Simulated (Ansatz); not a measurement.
Consider the ligand exchange at the Si–F bond: `F[SiH](F)F` + `C=C[SiH2]S` → `C=C[SiH2]S[SiH](F)F` + H–F.

Isolated molecules relaxed with PBE0-D4/def2-TZVP in Ansatz; ΔE leaves out vibrations. CBS: MP2 limit from def2 TZ/QZ plus the TZ coupled-cluster correction, frozen cores. This one scheme is used for every species. Functionals use def2-TZVPP. Each species was taken in one conformer, which may not be the lowest.

`F[SiH](F)F`:

```xyz
5

F     1.417   -0.465    0.454
Si   -0.027   -0.009    0.029
F    -0.395   -0.731   -1.319
F     0.003    1.541   -0.235
H    -0.999   -0.336    1.071
```

`C=C[SiH2]S`:

Cartesian coordinates in Å:
```
C -0.470 -0.700 -1.538
C -0.519 -0.711 -0.209
Si 0.763 0.135 0.830
S -0.089 1.646 2.083
H 0.334 -0.201 -2.074
H -1.223 -1.187 -2.152
H -1.348 -1.218 0.281
H 1.790 0.696 -0.087
H 1.398 -0.791 1.802
H -0.635 2.332 1.065
```

`C=C[SiH2]S[SiH](F)F`:

Cartesian coordinates in Å:
```
C 1.779 0.550 0.911
C 0.638 1.158 0.596
Si -0.066 1.069 -1.110
S -1.978 0.057 -1.133
Si -1.497 -1.644 -0.004
F -0.053 -2.191 -0.377
F -1.456 -1.336 1.551
H 2.197 0.589 1.913
H 2.343 -0.021 0.178
H 0.099 1.703 1.369
H 0.891 0.366 -1.999
H -0.405 2.404 -1.663
H -2.491 -2.704 -0.233
```

H–F:

Z-matrix (Å, degrees):
```
F
H 1 0.920
```

CCSD(T)/CBS gives +0.88 eV.

Task: Another level gave +1.23 eV. Which?
A. CCSD/def2-TZVPP
B. CCSD(T)/def2-TZVPP
C. HF/def2-TZVPP
D. ωB97M-V/def2-TZVPP

Result: C. HF/def2-TZVPP 1.23, ωB97M-V 0.89, CCSD(T)/def2-TZVPP 0.94, CCSD/def2-TZVPP 0.99 eV.

Largest T1 diagnostic among the species: 0.012.

The D4 term adds −0.20 eV with B3LYP and −0.11 eV with PBE0; it sums over pairs of atoms, weighted by their polarisabilities, and B3LYP, whose exchange is more repulsive, gets the larger term. In def2-TZVPP, CCSD(T) changes the Hartree–Fock value by −0.29 eV (the triples alone add −0.06 eV) and MP2 by −0.35 eV.

B3LYP here is the variant with VWN-RPA as its local correlation; programs differ in this.
